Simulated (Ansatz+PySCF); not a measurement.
**quartet V: levels of theory in one basis**

A single V atom.

Basis set: def2-SVP (spherical functions). Correlated methods keep 5 orbitals frozen. Correlation on ROHF uses semicanonical orbitals with singles. Charge 0, multiplicity 4.

Computed with Ansatz (development build ahead of 0.2.0); each method stands on the lowest determinant of its kind that the runs found.

| method | E − E(ROHF) (eV) | <S²> of the determinant |
| --- | --- | --- |
| ROHF | 0.00 | 3.75 |
| UHF | -0.11 | 3.76 |
| ROHF-MP2 | -5.12 | – |
| UHF-MP2 | -5.10 | 3.76 |

(1) Is a single determinant a sound starting point here?

## Answers

(1) By this sign, yes. Unrestricted orbitals gain 0.11 eV and <S²> is 3.76 against 3.75 for a pure state.
